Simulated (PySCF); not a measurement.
CH₈O₂Si₂, SMILES C[Si](O)(O)[SiH3]. Atoms are numbered in the order given.

```xyz
13

Si     1.6928     0.9235    -0.0139
Si    -0.3539    -0.2238     0.0232
C     -1.7475     0.8211    -0.6706
O     -0.2716    -1.6730    -0.8142
O     -0.5949    -0.6289     1.6190
H      2.0382     1.3014    -1.4235
H      2.7994     0.0720     0.5204
H      1.6305     2.1871     0.7866
H     -1.8761     1.7426    -0.0797
H     -2.7043     0.2715    -0.6511
H     -1.5521     1.1219    -1.7139
H     -0.4566    -1.6451    -1.7598
H     -1.2072    -1.3589     1.7763
```
Charge 0, spin multiplicity 1.

Geometry optimised at r2SCAN-D4/def2-SVP. The structure was generated by enumeration, and PubChem lists no compound with its InChIKey, so it may never have been made. The values are those of a single conformer.

Level of theory: PySCF with TDA-PBE/def2-SVPD.

Vertical excitations. Gas-phase values at a fixed geometry.

```
state  energy (eV)  λ (nm)      f                                                               main pairs
-----  -----------  ------  -----  -----------------------------------------------------------------------
S1            5.68     218  0.040                                                           HOMO→LUMO 96 %
S2            6.01     206  0.019                                                         HOMO→LUMO+1 93 %
S3            6.32     196  0.069                                                         HOMO→LUMO+2 93 %
S4            6.95     178  0.010                                       HOMO−1→LUMO 77 %, HOMO→LUMO+4 19 %
S5            6.97     178  0.011                     HOMO→LUMO+4 67 %, HOMO→LUMO+3 17 %, HOMO−1→LUMO 10 %
S6            7.03     176  0.103  HOMO→LUMO+3 41 %, HOMO→LUMO+5 24 %, HOMO−1→LUMO+1 12 %, HOMO→LUMO+4 9 %
S7            7.17     173  0.064                                       HOMO→LUMO+5 66 %, HOMO→LUMO+3 20 %
S8            7.27     171  0.056                                                       HOMO−1→LUMO+1 74 %
S9            7.37     168  0.040                                                         HOMO−2→LUMO 77 %
S10           7.41     167  0.036                                     HOMO−3→LUMO 71 %, HOMO−1→LUMO+2 17 %
T1            5.39     230      0                                         HOMO→LUMO 67 %, HOMO→LUMO+1 29 %
T2            5.52     225      0                                         HOMO→LUMO+1 68 %, HOMO→LUMO 26 %
T3            5.81     213      0                                                         HOMO→LUMO+2 91 %
T4            6.46     192      0                                                         HOMO→LUMO+3 96 %
```
Triplets are in the Tamm–Dancoff approximation.
